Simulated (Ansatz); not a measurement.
Born–Oppenheimer molecular dynamics of BClFH3O2 (8 atoms, charge 0, multiplicity 1). It starts at the highest image of a converged band, a first-order saddle point between two minima.

All numbers below come from RKS CAM-B3LYP-D4/def2-SVP in Ansatz.

```json
{
 "ensemble": "NVE (velocity Verlet)",
 "time step": "0.5 fs",
 "steps asked": "200",
 "starting velocities drawn for": "300 K",
 "seed": "3101"
}
```

Frames 0.5 fs apart, positions in Å, forces in eV/Å.

Velocities at 45 fs (Å/ps):

```
B 3.28 -7.93 2.80
O 0.96 -12.55 -0.47
H 1.75 17.84 15.45
O 4.21 -3.54 1.28
H -3.32 11.15 8.85
Cl -4.65 -1.55 -1.57
F 1.87 20.26 -0.73
H 12.62 -15.75 1.77
```

```xyz
8
Properties=species:S:1:pos:R:3:forces:R:3 time_fs=45 energy_less_start_eV=-0.490 T=931
B -0.149 -0.383 0.075 0.07 0.52 -1.30
O 0.069 -0.416 1.399 -1.20 -0.07 1.72
H -0.775 -0.538 1.892 0.83 0.14 -0.26
O 0.913 -0.354 -0.730 0.84 -0.17 0.19
H 1.690 -0.315 -0.141 -0.02 -0.13 -0.62
Cl -1.733 -0.201 -0.637 -0.60 -0.33 -0.02
F 0.116 2.234 0.395 0.21 -1.04 1.35
H 0.211 1.591 1.103 -0.14 1.09 -1.07
8
Properties=species:S:1:pos:R:3:forces:R:3 time_fs=45.5 energy_less_start_eV=-0.465 T=901
B -0.147 -0.387 0.076 -0.05 0.52 -1.42
O 0.069 -0.422 1.399 -1.19 -0.03 1.81
H -0.773 -0.529 1.899 0.85 0.12 -0.31
O 0.915 -0.356 -0.730 0.76 -0.16 0.21
H 1.688 -0.309 -0.138 0.04 -0.14 -0.60
Cl -1.735 -0.202 -0.638 -0.49 -0.34 0.03
F 0.117 2.244 0.395 0.27 -1.42 1.70
H 0.217 1.584 1.102 -0.20 1.45 -1.42
8
Properties=species:S:1:pos:R:3:forces:R:3 time_fs=46 energy_less_start_eV=-0.450 T=881
B -0.145 -0.390 0.077 -0.16 0.52 -1.49
O 0.070 -0.429 1.399 -1.10 0.03 1.81
H -0.769 -0.520 1.906 0.79 0.08 -0.31
O 0.918 -0.358 -0.729 0.65 -0.15 0.20
H 1.687 -0.304 -0.136 0.13 -0.15 -0.56
Cl -1.737 -0.203 -0.639 -0.38 -0.35 0.08
F 0.118 2.254 0.395 0.31 -1.64 1.87
H 0.223 1.581 1.098 -0.24 1.66 -1.59
8
Properties=species:S:1:pos:R:3:forces:R:3 time_fs=46.5 energy_less_start_eV=-0.448 T=879
B -0.144 -0.394 0.077 -0.26 0.52 -1.53
O 0.070 -0.435 1.400 -0.94 0.08 1.73
H -0.763 -0.510 1.912 0.65 0.04 -0.27
O 0.920 -0.360 -0.728 0.52 -0.15 0.16
H 1.686 -0.300 -0.135 0.24 -0.15 -0.49
Cl -1.740 -0.204 -0.640 -0.28 -0.35 0.12
F 0.119 2.264 0.395 0.32 -1.71 1.88
H 0.228 1.582 1.091 -0.25 1.72 -1.60
8
Properties=species:S:1:pos:R:3:forces:R:3 time_fs=47 energy_less_start_eV=-0.460 T=894
B -0.142 -0.398 0.078 -0.34 0.51 -1.52
O 0.069 -0.441 1.400 -0.72 0.13 1.57
H -0.756 -0.500 1.917 0.44 0.00 -0.18
O 0.922 -0.362 -0.728 0.37 -0.14 0.10
H 1.685 -0.295 -0.135 0.35 -0.15 -0.41
Cl -1.742 -0.205 -0.640 -0.18 -0.36 0.15
F 0.120 2.273 0.395 0.31 -1.62 1.73
H 0.232 1.587 1.079 -0.24 1.62 -1.45
8
Properties=species:S:1:pos:R:3:forces:R:3 time_fs=47.5 energy_less_start_eV=-0.481 T=921
B -0.141 -0.401 0.078 -0.42 0.50 -1.47
O 0.069 -0.447 1.401 -0.46 0.17 1.34
H -0.747 -0.491 1.922 0.19 -0.03 -0.05
O 0.925 -0.363 -0.727 0.23 -0.14 0.03
H 1.685 -0.291 -0.136 0.46 -0.14 -0.32
Cl -1.745 -0.205 -0.641 -0.08 -0.36 0.18
F 0.121 2.283 0.396 0.27 -1.36 1.42
H 0.236 1.595 1.064 -0.20 1.36 -1.14
8
Properties=species:S:1:pos:R:3:forces:R:3 time_fs=48 energy_less_start_eV=-0.502 T=946
B -0.139 -0.404 0.077 -0.48 0.49 -1.38
O 0.069 -0.454 1.402 -0.17 0.21 1.07
H -0.739 -0.481 1.927 -0.09 -0.06 0.10
O 0.927 -0.365 -0.726 0.11 -0.13 -0.04
H 1.686 -0.288 -0.138 0.55 -0.14 -0.24
Cl -1.747 -0.206 -0.642 0.01 -0.36 0.21
F 0.122 2.292 0.397 0.20 -0.91 0.95
H 0.239 1.607 1.047 -0.12 0.91 -0.67
8
Properties=species:S:1:pos:R:3:forces:R:3 time_fs=48.5 energy_less_start_eV=-0.511 T=958
B -0.138 -0.407 0.076 -0.53 0.48 -1.25
O 0.069 -0.460 1.404 0.09 0.23 0.78
H -0.730 -0.472 1.932 -0.35 -0.08 0.24
O 0.930 -0.367 -0.725 0.01 -0.13 -0.10
H 1.689 -0.284 -0.141 0.60 -0.14 -0.18
Cl -1.750 -0.207 -0.643 0.10 -0.37 0.23
F 0.123 2.301 0.398 0.09 -0.30 0.33
H 0.243 1.622 1.028 -0.02 0.29 -0.06
8
Properties=species:S:1:pos:R:3:forces:R:3 time_fs=49 energy_less_start_eV=-0.504 T=949
B -0.137 -0.411 0.075 -0.56 0.47 -1.10
O 0.068 -0.466 1.405 0.31 0.24 0.51
H -0.722 -0.462 1.938 -0.56 -0.08 0.35
O 0.933 -0.369 -0.725 -0.04 -0.12 -0.14
H 1.693 -0.281 -0.144 0.61 -0.14 -0.14
Cl -1.752 -0.208 -0.643 0.18 -0.37 0.25
F 0.125 2.310 0.399 -0.04 0.45 -0.37
H 0.246 1.637 1.008 0.12 -0.45 0.63
8
Properties=species:S:1:pos:R:3:forces:R:3 time_fs=49.5 energy_less_start_eV=-0.481 T=920
B -0.136 -0.414 0.074 -0.59 0.46 -0.94
O 0.068 -0.472 1.407 0.43 0.24 0.29
H -0.716 -0.453 1.944 -0.69 -0.08 0.41
O 0.935 -0.371 -0.724 -0.06 -0.11 -0.15
H 1.698 -0.279 -0.147 0.57 -0.15 -0.13
Cl -1.754 -0.209 -0.644 0.26 -0.37 0.27
F 0.126 2.319 0.400 -0.19 1.22 -1.05
H 0.249 1.651 0.990 0.27 -1.22 1.31
8
Properties=species:S:1:pos:R:3:forces:R:3 time_fs=50 energy_less_start_eV=-0.456 T=889
B -0.135 -0.416 0.073 -0.60 0.46 -0.77
O 0.068 -0.478 1.408 0.46 0.25 0.13
H -0.711 -0.445 1.951 -0.71 -0.08 0.39
O 0.938 -0.373 -0.723 -0.03 -0.09 -0.14
H 1.705 -0.276 -0.151 0.49 -0.16 -0.15
Cl -1.757 -0.210 -0.645 0.33 -0.37 0.28
F 0.127 2.328 0.401 -0.32 1.82 -1.56
H 0.253 1.662 0.976 0.39 -1.83 1.81
8
Properties=species:S:1:pos:R:3:forces:R:3 time_fs=50.5 energy_less_start_eV=-0.443 T=873
B -0.134 -0.419 0.071 -0.61 0.45 -0.59
O 0.068 -0.484 1.410 0.38 0.27 0.05
H -0.708 -0.436 1.960 -0.63 -0.09 0.30
O 0.940 -0.375 -0.722 0.02 -0.07 -0.12
H 1.713 -0.274 -0.155 0.36 -0.18 -0.19
Cl -1.759 -0.211 -0.645 0.40 -0.37 0.30
F 0.128 2.337 0.401 -0.38 2.08 -1.76
H 0.258 1.668 0.965 0.45 -2.10 2.00
```

Of the whole run (100 fs, mean temperature of the second half 711 K): The conserved energy stayed within 0.19 meV per atom of its start (net change 0.12 meV per atom), so the integration is sound. The kinetic energy rose, since the run started high on the potential surface and went downhill. It ends in pieces (BClH2O2 + FH), so much of that is their flight and rotation, not heat. A run of 0.1 ps of so small a system gives no equilibrium averages. The orbitals stay closed-shell, which can raise the energy where a bond breaks towards radicals; this wasn't checked here.

Run time: 3.6 min on 4 threads of Arm Neoverse V1, with other jobs on the host, peak memory 0.2 GiB.
